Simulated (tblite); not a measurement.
Q: What does the GFN2-xTB structure of `Cc1[c]cc(N)cc1F` [radical] look like in three dimensions? (Doublet state.)

A: 
```
atom  x, y, z in Å
C1     2.738   -0.456    0.160
C2     1.251   -0.274    0.143
C3     0.370   -0.930    0.959
C4    -0.979   -0.788    0.990
C5    -1.565    0.132    0.104
N6    -2.921    0.376    0.140
C7    -0.729    0.833   -0.763
C8     0.634    0.624   -0.733
F9     1.411    1.320   -1.598
H10    2.999   -1.363    0.697
H11    3.214    0.393    0.652
H12    3.125   -0.511   -0.856
H13   -1.601   -1.355    1.667
H14   -3.493   -0.329    0.576
H15   -3.324    0.791   -0.685
H16   -1.136    1.546   -1.464
```

Any rigid rotation of these coordinates is as good. Atoms count from 1 in this order. The 6-membered ring C2–C3–C4–C5–C7–C8 has internal angles of 113.4° to 127.1°; it is planar, 0.00 Å rms from its mean plane, widest ring torsion 1°. N6 (nitrogen bonded to C and 2 H) is pyramidal (angles 116.5°, 116.4° and 114.6°, sum 347.5°, 0.23 Å off the plane of its three neighbours). C3 (carbon bonded to 2 C) is bent (angle 127.1°). The 7 C–C bonds span 1.357 Å (C3–C4, aromatic) to 1.498 Å (C1–C2, drawn single), a spread of 0.141 Å.

Bonds between heavy atoms (Å): C1–C2 1.498, C2–C3 1.368, C3–C4 1.357, C4–C5 1.406, C5–N6 1.378, C5–C7 1.394, C7–C8 1.380, C8–F9 1.355, C2–C8 1.398.

Computed geometry: GFN2-xTB, gas phase. This method treats the open shell by occupation alone, without spin polarisation.

Its lowest GFN2-xTB frequency is 4i cm⁻¹, too small to tell a flat minimum from a shallow saddle. 2 starts were optimised and ended at 0.00 and 0.02 kcal/mol (GFN2-xTB); the lowest of these is shown.
